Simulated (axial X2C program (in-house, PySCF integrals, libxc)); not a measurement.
# Correcting the dissociation energy of TeC for spin–orbit coupling

A spin-free PBE0 curve (one-electron X2C) was computed with an in-house all-electron X2C program for linear molecules (integrals from PySCF), basis Te dyall-cv3z [11s12p8d4f1g], C dyall-v3z [7s6p2d1f] (cores contracted in-house), for the state M_S = 0, Λ = 0 (closed shell). It gives D0 = 4.642 eV to Te + C, which in a spin-free picture are the weighted means of the ground terms.

Measured levels of the ground terms (NIST Handbook of Basic Atomic Spectroscopic Data), in cm⁻¹: Te 3P: J = 2 at 0, J = 0 at 4706.5, J = 1 at 4750.7; C 3P: J = 0 at 0, J = 1 at 16.4, J = 2 at 43.4.

The molecular state has Λ = 0, so it has no first-order lowering.

Task: How far does each ground level lie under the (2J+1)-weighted mean of its term?

Result: Te: (5 × 0 + 1 × 4706.5 + 3 × 4750.7)/9 = 2107 cm⁻¹; C: (1 × 0 + 3 × 16.4 + 5 × 43.4)/9 = 30 cm⁻¹.

Task: Correct D0.

Result: D0 = 4.642 + (0 − 2137)/8065.5 = 4.377 eV at PBE0 with these spin–orbit terms.

Second-order spin–orbit effects in the molecule, which grow quickly with Z, are left out. Occupations by symmetry block were frozen at the best pattern of an incomplete PBE0 search. De is counted from the lowest determinant-based energies of the atoms at the same level, without counterpoise correction.
